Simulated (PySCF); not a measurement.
Molecule: `O=CNCCC1=C[C@H]1F`, C₆H₈FNO.

Bonds (- single, = double, # triple, : aromatic): O1=C2, C2-N3, N3-C4, C4-C5, C5-C6, C6=C7, C7-C8, C8-F9, C8-C6. C2 carries H10; N3 carries H11; C4 carries H12, H13; C5 carries H14, H15; C7 carries H16; C8 carries H17. Stereochemistry as in O=CNCCC1=C[C@H]1F. H13, H14 are pro-R; H12, H15 are pro-S.

Frames of a GFN2-xTB Langevin trajectory at 300 K; GIAO PBE0/pcSseg-1 shieldings in PySCF 2.14.0 with density-fitted response routines, gas phase, non-relativistic; equivalent atoms averaged within each frame.

Referencing at the same level of theory: H2O for $^{17}$O (336.08 ppm); TMS for $^{13}$C (186.93 ppm), $^{1}$H (31.72 ppm); $^{15}$N (267.73 ppm) against NH3; $^{19}$F (170.95 ppm) vs CFCl3. The references are static minima.

Task: How do the shifts (ppm) fluctuate along the trajectory?

Result: 
```csv
time (fs),O1,C2,C6,C7,C8,C4,C5,N3,F9,H10
250,416.1,161.7,145.4,122.0,68.4,33.7,23.2,127.0,-158.5,9.24
425,435.6,163.3,152.2,130.8,72.4,38.6,33.5,141.2,-185.7,8.83
625,413.1,156.7,141.8,128.0,65.0,39.1,26.0,135.6,-163.5,7.89
800,410.8,162.3,137.9,129.1,69.7,33.5,28.6,138.1,-159.0,7.99
1000,429.5,159.5,148.4,115.3,65.9,35.4,30.3,139.6,-200.9,8.77
mean of frames,421.0,160.7,145.2,125.0,68.3,36.1,28.3,136.3,-173.5,8.54
standard deviation,10.9,2.6,5.6,6.3,3.0,2.6,3.9,5.6,18.9,0.58
```

5 frames give an uncertainty of the mean of about the standard deviation over 2.2 at best, since frames this close in time may not be independent; classical motion lacks zero-point vibration, and the reference would need the same averaging.
